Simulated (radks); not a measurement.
Q: Calculated with a radial shooting solver on a logarithmic mesh with Libxc functionals: non-relativistic Kohn-Sham, LB94 model potential, spin-polarised, spherical densities, point nucleus; open shells are filled with parallel spins first (spin-orbit coupling, left out, can overturn this in heavy ions). Response by self-consistent Sternheimer equations with the Hartree and adiabatic LDA kernel. Rank Mo8+, Nb7+, Se, Rb3+, Zr6+, Sr4+, Kr2+, Br+ (NIST ground configurations) by static dipole polarisability, largest first.

A: Se 24.92, Br+ 12.33, Kr2+ 7.480, Rb3+ 5.049, Sr4+ 3.640, Zr6+ 2.139, Nb7+ 1.709, Mo8+ 1.393 bohr^3.
